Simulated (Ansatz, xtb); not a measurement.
**Two conformers of C2H8O3Si**

We compare I, `CC[Si](O)(O)O`, a singlet, with II, `CC[Si](O)(O)O`, a singlet. Both are isolated molecules in the gas phase, relaxed with B3LYP-D3(BJ)/def2-SVP.

I (Å):

```xyz
14

C    -1.3014    0.3872    1.8405
C    -2.0112    1.0539    0.6536
O    -0.2684    3.4221    0.6625
O    -1.8387    2.8352   -1.5285
O     0.4705    1.4809   -0.8667
Si   -0.9036    2.2202   -0.2938
H    -0.9298    1.1416    2.5523
H    -0.4250   -0.1887    1.5027
H    -1.9665   -0.2982    2.3896
H    -2.4006    0.2937   -0.0476
H    -2.9012    1.6140    0.9932
H    -0.9112    3.9731    1.1224
H    -1.3979    3.4680   -2.1094
H     0.3269    0.7392   -1.4647
```

II (Å):

```tsv
atom	x (Å)	y (Å)	z (Å)
C	0.4400	0.9642	-2.1591
C	0.4326	1.9988	-1.0255
O	3.0239	-0.1729	-1.3351
O	0.8713	-1.3564	-0.4336
O	1.3797	-1.5201	-3.1080
Si	1.4519	-0.5475	-1.7642
H	-0.5863	0.6289	-2.3899
H	0.8223	1.4089	-3.0955
H	-0.1718	2.8846	-1.2778
H	1.4539	2.3425	-0.7940
H	0.0202	1.5634	-0.1012
H	3.5620	0.2782	-1.9953
H	1.4822	-1.4058	0.3109
H	1.6581	-2.4355	-2.9836
```

Problem. Estimate E(II) − E(I) at the level CCSD(T)/def2-SVP + ΔMP2/def2-TZVPP.

Solution. Calculated at CCSD(T)/def2-SVP + ΔMP2/def2-TZVPP: E(II) − E(I) = −1.12 kcal/mol, so structure II lies lower.

How the difference moves with the method:

```
                             level               geometry  E(II) − E(I) (kcal/mol)  departure from the last row (kcal/mol)  job, with rough time for the two
             B3LYP-D3(BJ)/def2-SVP  B3LYP-D3(BJ)/def2-SVP                     −1.30                                   −0.17                optimisation, 83 s
                       HF/def2-SVP  B3LYP-D3(BJ)/def2-SVP                     −1.78                                   −0.66           part of the CCSD(T) run
                      MP2/def2-SVP  B3LYP-D3(BJ)/def2-SVP                     −1.27                                   −0.15           part of the CCSD(T) run
                  CCSD(T)/def2-SVP  B3LYP-D3(BJ)/def2-SVP                     −1.28                                   −0.16                      single point
CCSD(T)/def2-SVP + ΔMP2/def2-TZVPP  B3LYP-D3(BJ)/def2-SVP                     −1.12                                                        single point, 66 s
```

The levels shown agree on the order. The largest departure from CCSD(T)/def2-SVP + ΔMP2/def2-TZVPP is that of HF/def2-SVP, 0.66 kcal/mol. A small imaginary or near-zero mode remains, so no thermal terms are given. Levels run at GFN2-xTB geometries aren't shown. The last row adds to CCSD(T) the change of the MP2 difference between the two basis sets, here +0.16 kcal/mol.

The correlated steps freeze 10 core orbitals. Codes used: Ansatz 0.2.0; the last row on 2 threads of Arm Neoverse V2 on a shared host.
